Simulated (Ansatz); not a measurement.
C₂H₆FNSn (`C=C(F)[NH][SnH3]`), relaxed with RKS PBE0-D4/def2-TZVP in the Gaussian-basis code of Ansatz from a PBE-D4/def2-SVP geometry. The force threshold is 0.005 eV/Å; the program also tests the step.

Charge 0, multiplicity 1. Sn takes the def2 core potential.

Start:

```xyz
11

C    -1.263   -1.159    1.556
C    -0.647   -0.281    0.735
F    -0.837    1.058    0.921
N     0.189   -0.485   -0.331
Sn    1.118    1.082   -1.330
H    -1.116   -2.239    1.427
H    -1.919   -0.791    2.354
H     0.401   -1.460   -0.546
H     2.078    0.235   -2.487
H    -0.085    2.061   -2.080
H     2.081    1.981   -0.218
```

(1) How much energy does the relaxation release, and in how many steps? (Estimate.)

(2) Which bonds change most? (Best estimate.)

(3) Give the relaxed structure. (Best estimate.)

Results:

(1) The calculation gave: 1.47 kcal/mol, in 6 steps.

(2) Ansatz gave: N4–Sn5 from 2.078 to 2.039 Å; Sn5–H11 from 1.724 to 1.702 Å; Sn5–H10 from 1.723 to 1.700 Å; Sn5–H9 from 1.726 to 1.704 Å.

(3) Ansatz gave: 
```xyz
11

C    -1.246   -1.145    1.535
C    -0.643   -0.277    0.727
F    -0.840    1.046    0.919
N     0.186   -0.465   -0.331
Sn    1.106    1.063   -1.318
H    -1.102   -2.207    1.405
H    -1.889   -0.788    2.325
H     0.401   -1.427   -0.533
H     2.056    0.227   -2.460
H    -0.084    2.028   -2.054
H     2.056    1.946   -0.216
```
